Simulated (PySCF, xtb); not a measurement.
C₃H₅, multiplicity 2. Atoms are numbered in the order given.

```xyz
8

C     -0.3170     1.3066     0.0000
C      0.3885     0.2089     0.0000
C     -0.1532    -1.1853     0.0000
H     -0.1390     2.3712     0.0000
H      1.4809     0.3002     0.0000
H      0.1959    -1.7340     0.8795
H     -1.2431    -1.1848     0.0000
H      0.1959    -1.7340    -0.8795
```
Charge 0, spin multiplicity 2.

Coordinates come from a PBE0-D3(BJ)/def2-TZVP optimisation. The isomer is the one that the SMILES or the coordinates give; other isomers of the formula were not compared.

Computed with IEF-PCM-B3LYP/def2-SVP (PySCF).

The values are the electrostatic part of the solvation free energy, E(continuum) − E(gas) at the gas-phase geometry, in a cavity of scaled van der Waals radii (PySCF's table); cavitation and dispersion terms are not included. The dipole moment in vacuum is 0.74 D.

Q: Estimate the values in water (ε = 78.36), methanol (ε = 32.61), dimethylsulfoxide (ε = 46.83). (An estimate is asked for; the answer gives what the named calculation found.)

A: 
```
solvent                ε  ΔG(elec) (kcal/mol)  dipole (D)
-----------------  -----  -------------------  ----------
water              78.36                 -1.5        1.01
methanol           32.61                 -1.5        1.00
dimethylsulfoxide  46.83                 -1.5        1.00
```

For comparison, GFN2-xTB/ALPB(water) (xtb, at the GFN2-xTB geometry, all terms of that model) gives -0.6 kcal/mol.
